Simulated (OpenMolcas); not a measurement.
## 4d⁵ along the 41-electron sequence

```json
{"Program": "OpenMolcas", "Method": "MS-CASPT2, IPEA 0.25 Eh, imaginary shift 0.1 Eh", "Basis": "ANO-RCC-VQZP", "Scalar Hamiltonian": "DKH2, point nucleus", "Spin-orbit coupling": "RASSI with atomic mean-field integrals over the reference wave functions, term energies averaged over their components"}
```

Active space for each ion: 5 electrons in 10 orbitals (4d 5d); closed shells correlated by CASPT2: 4s 4p.

Computed levels in cm-1 above ⁶S_5/2:

```tsv
Level	Tc2+	Ru3+	Rh4+	Pd5+	Ag6+
⁴G_5/2	20200	23370	26110	28740	31200
⁴G_7/2	20370	23620	26490	29290	32050
⁴G_11/2	20480	23760	26660	29520	32360
⁴G_9/2	20490	23790	26730	29630	32530
⁴P_3/2	22660	26300	29370	32290	34960
⁴P_1/2	23140	27000	30310	33510	36480
⁴D_7/2	24200	28190	31690	35060	38420
⁴D_1/2	24690	28990	32830	36610	40400
⁴D_3/2	25110	29550	33550	37510	41460
weight of ⁶S in the lowest level (%)	99	99	99	98	98
```

Mixed levels, with the weight of the term that names them: Tc2+ ⁴P_3/2 (63 %), Tc2+ ⁴D_3/2 (63 %), Ru3+ ⁴P_3/2 (60 %), Ru3+ ⁴P_1/2 (72 %), Ru3+ ⁴D_1/2 (73 %), Ru3+ ⁴D_3/2 (59 %), Rh4+ ⁴P_3/2 (57 %), Rh4+ ⁴P_1/2 (70 %), Rh4+ ⁴D_1/2 (71 %), Rh4+ ⁴D_3/2 (57 %), Pd5+ ⁴P_3/2 (55 %), Pd5+ ⁴P_1/2 (68 %), Pd5+ ⁴D_1/2 (68 %), Pd5+ ⁴D_3/2 (55 %), Ag6+ ⁴P_3/2 (55 %), Ag6+ ⁴P_1/2 (69 %), Ag6+ ⁴D_1/2 (70 %), Ag6+ ⁴D_3/2 (55 %).

Measured, with the error of the calculation in %. Measured levels: Ag6+ from the list in Gamrath, thesis, University of Mons (2023).

```csv
Level,Ag6+
⁴G_5/2,29390 (+6.2)
⁴G_7/2,30378 (+5.5)
⁴G_11/2,30662 (+5.5)
⁴G_9/2,30907 (+5.2)
⁴P_3/2,32994 (+5.9)
⁴P_1/2,34605 (+5.4)
⁴D_7/2,36485 (+5.3)
⁴D_1/2,38685 (+4.4)
```

⁴G_5/2 changes by a factor of 1.54 over the same range, with steps per unit of Z of +3170, +2740, +2630, +2460 cm-1.

CASPT2 does not keep the components of a term degenerate, so their means are used; among the terms shown or strongly mixed into the levels shown the widest spread is 290 cm-1 (4d⁵ ⁴G, Ru3+). Active for correlation alone: 5d; no level in the range computed is led by a configuration that fills it, so any true level of that kind is missing. Measured partners are found by configuration, term and J. A level has none where our copy of the source lacks it or the pairing is in doubt (some pairs that miss far off the trend of their configuration count as doubtful), and it then counts in no deviation. Only configurations of the active space appear.
